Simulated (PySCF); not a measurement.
Mo⁺ (molybdenum, charge +1): UHF calculation

Configuration: [Kr] 4d5, high-spin 6S determinant. Calculation: PySCF 2.14, in def2-SVP with the def2 core potential (28 electrons) (5s3p2d1f, 31 functions); scalar relativity through the core potential.

- Total energy: -67.313806 hartree
- One-electron energy: -113.0932 hartree
- Hartree (Coulomb) energy: 53.1094 hartree
- Exchange energy: -7.3300 hartree
- ⟨S²⟩: 8.7513
- ⟨L²⟩: 0.000
- Sum of ⟨r⟩: 19.12 bohr
- Sum of ⟨r²⟩: 34.21 bohr²
- Time after the integrals: 0.07 s of wall time on 1 thread of Intel(R) Xeon(R) Platinum 8375C CPU @ 2.90GHz (shared host)

```tsv
shell	electrons	mean orbital energy (hartree)	rms radius, mean of both spins (bohr)
4s α	1	-3.29937	1.20
4s β	1	-3.05469	1.20
4p α	3	-2.19457	1.34
4p β	3	-1.86900	1.34
4d α	5	-0.59793	2.03
```

Energies and moments cover only the electrons outside the core potential.
